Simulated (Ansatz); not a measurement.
Reactions of C2H7FGeO (`[CH3][Ge]([CH3])([OH])[F]`).

Gas-phase electronic energies from Ansatz, PBE0-D4/def2-TZVP geometries. CCSD(T)/CBS is the MP2 limit (def2-TZVPP, def2-QZVPP) plus CCSD(T) − MP2 in def2-TZVPP, frozen cores. This one scheme is used for every species, atoms too. DFT in def2-TZVPP. B3LYP here is the variant with VWN-RPA as its local correlation; programs differ in this. No spin–orbit coupling; open shells (•) take unrestricted orbitals. Spin–orbit coupling would lower the free atoms: a little for C, F, O; clearly for Ge. Bonds to Ge are less sure, by a few kJ/mol each and by 10 to 20 or more in all where they break to atoms, as the def2 sets lack core-valence functions. Scalar relativity is left out up to krypton. One conformer a species, not always the lowest.

| reaction | CCSD(T)/CBS(def2) (kJ/mol) |
| --- | --- |
| `[CH3][Ge]([CH3])([OH])[F]` + H–F → `[CH3][Ge]([CH3])([F])[F]` + H₂O | -32 |
| `[CH3][Ge]([CH3])([OH])[F]` → `[CH3][Ge][F]` + CH₃OH | ? |
| `[CH3][Ge]([CH3])([OH])[F]` + H₂ → `[CH3][GeH]([OH])[F]` + CH₄ | -22 |
| `[CH3][Ge]([CH3])([OH])[F]` + HCl → `[CH3][Ge]([CH3])([F])[Cl]` + H₂O | -41 |
| `[CH3][Ge]([CH3])([OH])[F]` + `C#CCO` → `C#CCOC` + `[CH3][GeH]([OH])[F]` | 91 |
| `[CH3][Ge]([CH3])([OH])[F]` → 2 C• + F• + Ge• + 7 H• + O• | ? |

**Question.** Fill in the missing values. (An estimate is asked.)

**Answer.** Ansatz gave: `[CH3][Ge]([CH3])([OH])[F]` → `[CH3][Ge][F]` + CH₃OH: +257.7 kJ/mol; `[CH3][Ge]([CH3])([OH])[F]` → 2 C• + F• + Ge• + 7 H• + O•: +4513.7 kJ/mol.

Largest T1 diagnostic: 0.013, for `[CH3][Ge][F]`.
